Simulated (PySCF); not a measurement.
# How methods differ on the ionisation energy of Ir

Ir [Xe] 4f14 5d7 6s2 (4F) → Ir+ [Xe] 4f14 5d7 6s1 (5F), as a difference of total energies. All numbers are calculated (PySCF 2.14, a scalar-relativistic core potential, in def2-TZVPPD with the def2 core potential (60 electrons) (6s5p3d2f1g, 59 functions)). Correlated levels: valence: 5s2 5p6 frozen. The calculations carry no spin-orbit coupling.

Question: Order these methods by the ionisation energy they give, lowest first.
A. SCS-MP2 (valence)
B. CCSD(T) (valence)
C. UHF
D. CCSD (valence)

Answer: C (7.023 eV), D (8.429 eV), B (8.537 eV), A (8.644 eV).

Errors of the correlated levels include the incompleteness of this basis and the frozen core.

For comparison: 8.926 eV (measured; NIST levels, between the centres of gravity of the two terms).
